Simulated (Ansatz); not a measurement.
Basis-set series for CH4FNOSi (`N[Si]1(F)CO1`). Charge 0, multiplicity 1. Geometry: relaxed with PBE0-D4/def2-TZVP. It is one conformer, not always the lowest.

| functional | basis | functions | energy (Eh) | HOMO (eV) | LUMO (eV) |
| --- | --- | --- | --- | --- | --- |
| PBE0-D4 | def2-TZVPP | 222 | -559.64388 | -7.42 | 0.39 |
| PBE0-D4 | def2-QZVPP | 418 | -559.67015 | -7.47 | 0.06 |
| ωB97M-V | def2-TZVPP | 222 | -559.94895 | -9.72 | 1.93 |
| ωB97M-V | def2-QZVPP | 418 | -559.97357 | -9.77 | 1.36 |

Give the rows for def2-SVP. (Best estimate.)

Computed: 
| functional | basis | functions | energy (Eh) | HOMO (eV) | LUMO (eV) |
| --- | --- | --- | --- | --- | --- |
| PBE0-D4 | def2-SVP | 94 | -559.19273 | -7.22 | 0.89 |
| ωB97M-V | def2-SVP | 94 | -559.48954 | -9.51 | 2.63 |

Positive LUMOs are unbound and depend on the basis.
